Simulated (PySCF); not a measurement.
## Vanadium: a sound run and one with changed settings

Sound run: V [Ar] 3d3 4s2, V⁺ [Ar] 3d4. Computed with PySCF 2.14 in def2-SVP (5s3p2d1f, 31 functions), with no relativity, point nucleus. The sound run starts from symmetry-adapted Hartree-Fock orbitals and uses a fine grid where one is needed.

A second run was set up differently.

| species | method | sound run (hartree) | changed run (hartree) | converged |
| --- | --- | --- | --- | --- |
| V | UHF | -942.75223 | -942.75223 | yes |
| V | B3LYP | -943.78563 | -943.78487 | yes |
| V | BP86 | -943.87077 | -943.87174 | yes |
| V⁺ | UHF | -942.53004 | -942.53004 | yes |
| V⁺ | B3LYP | -943.54161 | -943.54097 | yes |
| V⁺ | BP86 | -943.63468 | -943.63537 | yes |

Ionisation energy of V:

```tsv
method	sound run (eV)	changed run (eV)
UHF	6.046	6.046
B3LYP	6.640	6.637
BP86	6.424	6.432
```

**Question.** What was changed?
A. a valence shell is frozen
B. level shift left on
C. radial grid too coarse
D. basis contracted for another Hamiltonian

**Answer.** C. It used radial step 0.3 in ln r (0.13 in the sound run). A coarse radial grid mis-integrates the density and the exchange-correlation energy, with errors of either sign; Hartree-Fock needs no grid.
